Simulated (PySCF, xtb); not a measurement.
C₂H₅ClSi₂, SMILES C1(Cl)=C[SiH2][SiH2]1.

Coordinates come from a r2SCAN-D4/def2-SVP optimisation. The structure was generated by enumeration, and PubChem lists no compound with its InChIKey, so it may never have been made.

The numbers are results of C-PCM-B3LYP/def2-SVP in PySCF, not measurements.

The values are the electrostatic part of the solvation free energy, E(continuum) − E(gas) at the gas-phase geometry, in a cavity of scaled van der Waals radii (PySCF's table); cavitation and dispersion terms are not included. In vacuum the orbital gap is 6.33 eV. The dipole moment in vacuum is 1.14 D.

```
solvent              ε  ΔG(elec) (kcal/mol)  dipole (D)  gap (eV)
---------------  -----  -------------------  ----------  --------
water            78.36                 -1.1        1.58      6.39
tetrahydrofuran   7.43                 -1.0        1.51      6.38
ethanol          24.85                 -1.1        1.56      6.38
```

For comparison, GFN2-xTB/ALPB(water) (xtb, at the GFN2-xTB geometry, all terms of that model) gives -1.5 kcal/mol.
